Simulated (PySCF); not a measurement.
BBrH3 (charge -1).
Cartesian coordinates in Å at the PBE0-D3(BJ)/def2-SVP level; atoms count from 1:
```xyz
5
BBrH3 angstrom
B      0.3659    0.0060    0.0329
Br     2.4887    0.1441    0.0621
H      0.0142   -0.1730    1.2005
H     -0.0446    1.0749   -0.4230
H      0.0902   -0.9513   -0.6928
```

The closed-shell ground state was solved at several levels (PySCF, density fitting, gas phase). Relativistic effects, spin–orbit coupling among them, are left out although an element past zinc is present. No diffuse functions stand in pcJ-1 (pcSseg-1 on Br), pcSseg-1 and pcSseg-2, which bears on an anion's orbital energies.

```tsv
level	basis functions	HOMO (eV)	LUMO (eV)	gap (eV)
mPW1PW91/pcSseg-2	141	-1.95	5.78	7.73
PBE0/pcSseg-1	73	-1.67	6.86	8.53
CAM-B3LYP/def2-SVPD	85	-3.34	5.02	8.36
```

Problem. Estimate the row for B3LYP/pcJ-1 (pcSseg-1 on Br), a basis of 98 functions; the other rows only guide the guess.

Solution. HOMO -1.37 eV, LUMO 6.60 eV, gap 7.97 eV.

Problem. Over all these levels, which gives the widest orbital gap and which the narrowest?

Solution. PBE0/pcSseg-1 (global hybrid, 25 % exact exchange) has the widest, 8.53 eV, and mPW1PW91/pcSseg-2 (global hybrid, 25 % exact exchange) the narrowest, 7.73 eV. Functional and basis both differ between the two, so the spread mixes both effects.
